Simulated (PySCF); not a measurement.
A PySCF script (with the pyscf-properties extension) for the NMR shieldings of `O=C1CC[C@H](CB(Cl)Cl)C1`, C₆H₉BCl₂O, on a GFN2-xTB geometry:

```python
import basis_set_exchange as bse
import numpy as np
from pyscf import gto, dft
from pyscf.prop import nmr

atoms = """
O    -2.609655   -1.933136   -0.359020
C    -1.828454   -1.053286   -0.121022
C    -2.160702    0.285172    0.505442
C    -0.915438    1.140730    0.298075
C     0.239859    0.130701    0.327645
C     1.523452    0.668037   -0.314597
B     2.793032   -0.286452   -0.233116
Cl    2.910552   -1.533258    0.940328
Cl    4.114689   -0.055265   -1.309362
C    -0.339468   -1.086211   -0.395919
H    -3.068528    0.707372    0.077116
H    -2.346587    0.109175    1.567739
H    -0.807488    1.914216    1.056783
H    -0.955003    1.622751   -0.680508
H     0.449615   -0.140758    1.366380
H     1.316808    0.939739   -1.353242
H     1.777557    1.610878    0.182921
H    -0.201981   -0.997390   -1.476694
H     0.097936   -2.033766   -0.086409
"""
names = dict.fromkeys(["O", "C", "B", "Cl", "H"], "pcSseg-1")
basis = {el: gto.basis.parse(bse.get_basis(n, elements=[el], fmt="nwchem")) for el, n in names.items()}
mol = gto.M(atom=atoms, basis=basis, charge=0, verbose=0)
mf = dft.RKS(mol, xc="PBE0")
mf.grids.level = 2
mf.grids.alignment = dft.numint.BLKSIZE   # the property module wants whole blocks of grid points
mf.conv_tol = 1e-9
mf.kernel()

calc = nmr.RKS(mf)   # GIAO
C = mf.mo_coeff
Co = C[:, mf.mo_occ > 0]
resp = mf.gen_response(singlet=True, hermi=2)
def vind(x):   # induced exchange potential for any number of trial vectors
    d = np.einsum("pi,xij,qj->xpq", C, 2 * x.reshape(-1, C.shape[1], Co.shape[1]), Co, optimize=True)
    return np.einsum("xpq,pi,qj->xij", resp(d - d.transpose(0, 2, 1)), C, Co, optimize=True).ravel()
mo1, _ = nmr.rhf.solve_mo1(calc, with_cphf=vind)
sigma = calc.kernel(mo1)
for i, s in enumerate(sigma):   # ppm
    print("%2d %-2s %9.2f" % (i, mol.atom_pure_symbol(i), np.trace(s) / 3))
```

**Question.** Give the expected output.

**Answer.** 
```
 0 O    -332.23
 1 C     -34.52
 2 C     144.73
 3 C     151.95
 4 C     149.14
 5 C     145.46
 6 B      36.32
 7 Cl    672.48
 8 Cl    659.01
 9 C     139.27
10 H      29.44
11 H      29.47
12 H      29.60
13 H      30.40
14 H      29.30
15 H      30.28
16 H      29.94
17 H      30.41
18 H      29.12
```

These numbers come from an equivalent density-fitted implementation of the same equations, which agrees with the script to about 0.01 ppm for H and up to a few tenths of a ppm for heavy atoms, so last digits may differ.

Size and cost of the density-fitted run: 229 basis functions, 79 s wall time on 1 thread of an Arm Neoverse N1, shared host; peak memory 1.1 GiB.
